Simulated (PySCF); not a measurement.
**Excitation energy of Sn by level of theory**

Sn [Kr] 4d10 5s2 5p2 (3P) → Sn [Kr] 4d10 5s1 5p2 6s1 (5P), as a difference of total energies. Computed with PySCF 2.14 in aug-cc-pwCVTZ-DK3 (10s9p7d4f1g, 109 functions), with scalar relativity by spin-free X2C-1e. Correlated levels: valence: [Kr] 4d10 frozen; valence and next inner shell: [Ar] 3d10 frozen. The calculations carry no spin-orbit coupling.

```json
{"method": "UHF", "excitation energy (eV)": "8.226"}
{"method": "LDA", "excitation energy (eV)": "10.460"}
{"method": "PBE", "excitation energy (eV)": "10.142"}
{"method": "PBE0", "excitation energy (eV)": "9.887"}
{"method": "r2SCAN", "excitation energy (eV)": "9.877"}
{"method": "BHandHLYP", "excitation energy (eV)": "10.043"}
{"method": "BP86", "excitation energy (eV)": "10.243"}
{"method": "TPSS", "excitation energy (eV)": "10.052"}
{"method": "MP2 (valence)", "excitation energy (eV)": "9.086"}
{"method": "SCS-MP2 (valence)", "excitation energy (eV)": "9.387"}
{"method": "MP2 (valence and next inner shell)", "excitation energy (eV)": "10.049"}
{"method": "SCS-MP2 (valence and next inner shell)", "excitation energy (eV)": "10.168"}
```

Problem. How much does correlation contribute at MP2 (valence and next inner shell)?

Solution. 10.049 − (8.226) = 1.823 eV, measured against UHF.

The upper state lies above the first ionisation limit, but in LS coupling its spin forbids autoionisation to the ground ion; at this Z spin-orbit coupling breaks that rule. A Rydberg-like electron needs more diffuse functions than a valence basis has.

The promoted electron is Rydberg-like, and one or two diffuse shells describe it only roughly, which tends to raise the upper state.
